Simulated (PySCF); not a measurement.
# Excitation energy of Xe by level of theory

Xe [Xe] (1S) → Xe [Kr] 4d10 5s1 5p6 5d1 (3D), as a difference of total energies. All numbers are calculated (PySCF 2.14, a scalar-relativistic core potential, in aug-cc-pwCVTZ-PP with ECP28MDF (8s7p6d4f1g, 96 functions)). Correlated levels: valence: 4s2 4p6 4d10 frozen. The calculations carry no spin-orbit coupling.

```csv
method,excitation energy (eV)
UHF,25.385
MP2 (valence),23.751
SCS-MP2 (valence),23.496
CCSD (valence),22.174
CCSD(T) (valence),21.185
```

Question: How much does correlation contribute at CCSD(T) (valence)?

Answer: 21.185 − (25.385) = -4.200 eV, measured against UHF.

The upper state lies above the first ionisation limit, where it may autoionise and the basis confines it.

The promoted electron is Rydberg-like, and one or two diffuse shells describe it only roughly, which tends to raise the upper state.

The coupled-cluster amplitudes are large for the upper state (T1 above 0.03 or a double amplitude above 0.15), so a single reference is strained.
